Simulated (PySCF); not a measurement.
Molecule: SMILES N#Cc1ncsn1, C3HN3S.

Bonds (- single, = double, # triple, : aromatic): N1#C2, C2-C3, C3:N4, N4:C5, C5:S6, S6:N7, N7:C3. C5 carries H8.

Frames of a GFN2-xTB Langevin trajectory at 200 K; GIAO PBE0/pcSseg-1 shieldings in PySCF, gas phase, non-relativistic; equivalent atoms averaged within each frame.

Shifts are taken against calculated references (same method and geometry level): ¹⁵N (σref 267.73) against NH3; ¹³C (σref 186.93), ¹H (σref 31.72) against TMS; ³³S (σref 503.73) against CS2. The references are static minima.

How do the shifts (ppm) fluctuate along the trajectory?

Results:


```csv
time (fs),N4,N7,N1,C5,C3,C2,S6,H8
optimised geometry,348.2,344.9,318.0,180.2,152.3,117.8,449,9.52
250,338.9,338.2,323.4,175.0,151.7,119.5,437,9.29
425,338.5,344.3,326.1,181.7,155.0,120.7,451,9.63
625,355.2,354.6,318.8,190.0,155.1,117.0,490,9.72
800,362.4,331.3,329.4,175.1,150.7,118.5,411,9.22
1000,355.1,342.6,315.9,183.8,158.0,119.2,474,9.99
mean of frames,350.0,342.2,322.7,181.1,154.1,119.0,452,9.57
standard deviation,10.8,8.6,5.4,6.3,2.9,1.4,31,0.32
```

5 frames give an uncertainty of the mean of about the standard deviation over 2.2 at best, since frames this close in time may not be independent; classical motion lacks zero-point vibration, and the reference would need the same averaging.
